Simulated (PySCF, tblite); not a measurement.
Compound: C5H2F4O2.
Numbering: `[F:1][c:2]1[o:3][cH:4][cH:5][c:6]1[O:7][C:8]([F:9])([F:10])[F:11]` (hydrogens: H12 on C4; H13 on C5)

Computed with GFN2-xTB (tblite), gas phase: nudged elastic band of 9 images (0 to 8), spring 0.2 eV/Å², climbing image at the end, force threshold 0.05 eV/Å. The top image wasn't refined or checked by frequencies; at this threshold it can lie a kcal/mol or more above the true saddle point of the method.

Path: rotation about C6–O7 (aromatic carbon bearing oxygen, aryl ether oxygen), followed by the dihedral C5–C6–O7–C8.

Image 0 (start, dihedral 6°):
```
atom  x, y, z in Å
F1     -1.131    2.599    0.715
C2     -1.137    1.327    0.360
O3     -2.321    0.751    0.155
C4     -2.076   -0.527   -0.187
C5     -0.740   -0.781   -0.201
C6     -0.116    0.444    0.161
O7      1.229    0.761    0.308
C8      2.109   -0.168   -0.030
F9      3.331    0.319    0.118
F10     2.034   -1.283    0.717
F11     1.997   -0.583   -1.302
H12    -2.922   -1.150   -0.394
H13    -0.262   -1.709   -0.436
```

Image 8 (end, +0.008 eV, dihedral -175°):
```
atom  x, y, z in Å
F1     -0.178    1.760   -1.216
C2     -0.686    0.731   -0.558
O3     -2.016    0.626   -0.544
C4     -2.313   -0.475    0.170
C5     -1.183   -1.081    0.618
C6     -0.105   -0.287    0.139
O7      1.224   -0.588    0.393
C8      2.151    0.268   -0.019
F9      3.337   -0.175    0.377
F10     2.204    0.401   -1.350
F11     2.001    1.502    0.479
H12    -3.351   -0.715    0.286
H13    -1.089   -1.967    1.207
```

**Question.** What do the inner images look like?

**Answer.** 
Image 1: +0.006 eV, dihedral 31°
```
atom  x, y, z in Å
F1     -1.073    2.623    0.518
C2     -1.109    1.327    0.274
O3     -2.298    0.784    0.021
C4     -2.090   -0.531   -0.178
C5     -0.773   -0.842   -0.045
C6     -0.120    0.385    0.257
O7      1.218    0.641    0.531
C8      2.115   -0.141   -0.051
F9      3.328    0.309    0.227
F10     2.070   -1.421    0.358
F11     1.999   -0.191   -1.387
H12    -2.946   -1.134   -0.400
H13    -0.324   -1.808   -0.143
```

Image 2: +0.013 eV, dihedral 54°
```
atom  x, y, z in Å
F1     -0.955    2.607    0.305
C2     -1.051    1.297    0.183
O3     -2.249    0.796   -0.106
C4     -2.110   -0.543   -0.160
C5     -0.829   -0.910    0.105
C6     -0.124    0.305    0.337
O7      1.206    0.492    0.699
C8      2.115   -0.092   -0.068
F9      3.322    0.268    0.336
F10     2.075   -1.436   -0.034
F11     2.008    0.232   -1.366
H12    -2.985   -1.116   -0.388
H13    -0.426   -1.900    0.137
```

Image 3: +0.021 eV, dihedral 76°
```
atom  x, y, z in Å
F1     -0.784    2.542    0.077
C2     -0.970    1.237    0.087
O3     -2.183    0.790   -0.224
C4     -2.139   -0.555   -0.134
C5     -0.903   -0.977    0.240
C6     -0.127    0.206    0.395
O7      1.195    0.314    0.817
C8      2.114   -0.025   -0.077
F9      3.317    0.222    0.414
F10     2.083   -1.327   -0.413
F11     2.003    0.642   -1.236
H12    -3.042   -1.087   -0.356
H13    -0.568   -1.981    0.393
```

Image 4: +0.033 eV, dihedral 98°
```
atom  x, y, z in Å
F1     -0.587    2.429   -0.153
C2     -0.877    1.150   -0.015
O3     -2.112    0.769   -0.324
C4     -2.181   -0.559   -0.098
C5     -0.993   -1.036    0.354
C6     -0.127    0.092    0.417
O7      1.190    0.110    0.865
C8      2.119    0.051   -0.082
F9      3.314    0.191    0.466
F10     2.122   -1.116   -0.751
F11     1.988    0.998   -1.022
H12    -3.119   -1.037   -0.295
H13    -0.741   -2.040    0.622
```

Image 5: +0.049 eV, dihedral 119°
```
atom  x, y, z in Å
F1     -0.449    2.297   -0.395
C2     -0.810    1.055   -0.134
O3     -2.072    0.730   -0.399
C4     -2.231   -0.560   -0.042
C5     -1.071   -1.072    0.444
C6     -0.126   -0.010    0.385
O7      1.190   -0.077    0.828
C8      2.137    0.121   -0.080
F9      3.320    0.087    0.513
F10     2.149   -0.815   -1.047
F11     2.043    1.291   -0.721
H12    -3.201   -0.988   -0.187
H13    -0.886   -2.057    0.817
```

Image 6 (top): +0.050 eV, dihedral 138°
```
atom  x, y, z in Å
F1     -0.367    2.149   -0.682
C2     -0.775    0.961   -0.271
O3     -2.064    0.680   -0.461
C4     -2.273   -0.559    0.024
C5     -1.122   -1.084    0.516
C6     -0.126   -0.086    0.322
O7      1.188   -0.225    0.747
C8      2.157    0.180   -0.062
F9      3.324   -0.102    0.500
F10     2.134   -0.424   -1.262
F11     2.151    1.493   -0.316
H12    -3.268   -0.948   -0.043
H13    -0.964   -2.037    0.972
```

Image 7: +0.023 eV, dihedral 160°
```
atom  x, y, z in Å
F1     -0.241    1.947   -0.965
C2     -0.716    0.843   -0.413
O3     -2.030    0.641   -0.521
C4     -2.299   -0.529    0.087
C5     -1.165   -1.088    0.582
C6     -0.116   -0.185    0.255
O7      1.201   -0.406    0.625
C8      2.153    0.236   -0.039
F9      3.332   -0.179    0.403
F10     2.118    0.014   -1.361
F11     2.123    1.564    0.118
H12    -3.320   -0.850    0.100
H13    -1.045   -2.007    1.111
```

The largest changes of bonds and angles from start to top: C8–F11 1.343 → 1.337 Å, O7–C8 1.323 → 1.326 Å, C4–C5 1.360 → 1.358 Å, C8–F9 1.323 → 1.325 Å, C2–C6–O7 124.1 → 131.2°, C5–C6–O7 130.4 → 123.4°, C6–C5–H13 127.3 → 125.5°. GFN2-xTB torsional profiles can miss by a kcal/mol or more and can put conformers in the wrong order.

**Question.** What do single points at PBE0/pcSseg-1 (PySCF, no dispersion term) give on some images?

**Answer.** 
```tsv
image	GFN2-xTB E (eV)	DFT E (eV)	HOMO (eV)	LUMO (eV)	dipole (D)
0	0.000	0.000	-7.06	-0.24	2.34
3	0.021	-0.077	-7.26	-0.29	2.69
6	0.050	0.018	-7.19	-0.27	3.00
7	0.023	0.029	-7.13	-0.24	3.02
8	0.008	0.019	-7.11	-0.23	3.05
```

Energies count from image 0 at each level. At the GFN2-xTB top the DFT energy is 0.4 kcal/mol against 1.2; the geometries weren't optimised at the DFT level.

The cost below is that of the whole band run. On an Intel Xeon at 2.50 GHz with one thread, on a shared host, this took 9.4 s and 0.19 GiB of memory at its peak.
